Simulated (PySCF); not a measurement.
A run for PySCF: D3(BJ) and D4 dispersion corrections on CH3F (SMILES CF).

```python
from pyscf import gto
from pyscf.dispersion import dftd3, dftd4

mol = gto.M(
    atom='''
    C    -0.57559827   -0.12754551   -0.26769567
    F     0.33471154   -1.13373242    0.06467299
    H    -1.44611109   -0.59052219   -0.73301743
    H    -0.86134994    0.39414884    0.64465849
    H    -0.09280936    0.55699677   -0.96554066
    ''',
    basis='def2-svp',
    charge=0, spin=0, verbose=0, max_memory=1800)
d3, d4 = {}, {}
for xc in ['hf', 'pbe', 'blyp', 'revpbe', 'tpss', 'r2scan', 'b3lyp', 'pbe0', 'bhlyp', 'camb3lyp', 'b2plyp']:
    d3[xc] = float(dftd3.DFTD3Dispersion(mol, xc=xc, version='d3bj', atm=False).get_dispersion()['energy'])
    print(f'D3(BJ) {xc:10s} {d3[xc]:14.8f} Eh')
for xc in ['hf', 'pbe', 'blyp', 'revpbe', 'tpss', 'r2scan', 'b3lyp', 'pbe0', 'bhlyp', 'camb3lyp', 'b2plyp']:
    d4[xc] = float(dftd4.DFTD4Dispersion(mol, xc={'camb3lyp': 'cam-b3lyp'}.get(xc, xc), atm=True).get_dispersion()['energy'])
    print(f'D4     {xc:10s} {d4[xc]:14.8f} Eh')
```

Output:

```
D3(BJ) hf            -0.01444870 Eh
D3(BJ) pbe           -0.00129253 Eh
D3(BJ) blyp          -0.00264328 Eh
D3(BJ) revpbe        -0.00372553 Eh
D3(BJ) tpss          -0.00153673 Eh
D3(BJ) r2scan        -0.00030950 Eh
D3(BJ) b3lyp         -0.00211698 Eh
D3(BJ) pbe0          -0.00101691 Eh
D3(BJ) bhlyp         -0.00154146 Eh
D3(BJ) camb3lyp      -0.00080447 Eh
D3(BJ) b2plyp        -0.00088593 Eh
D4     hf            -0.00497079 Eh
D4     pbe           -0.00105078 Eh
D4     blyp          -0.00251301 Eh
D4     revpbe        -0.00467282 Eh
D4     tpss          -0.00143357 Eh
D4     r2scan        -0.00024773 Eh
D4     b3lyp         -0.00167887 Eh
D4     pbe0          -0.00084692 Eh
D4     bhlyp         -0.00103464 Eh
D4     camb3lyp      -0.00081781 Eh
D4     b2plyp        -0.00072009 Eh
```

The run finished.

Cost: about 0.010 core-seconds (a rough figure).
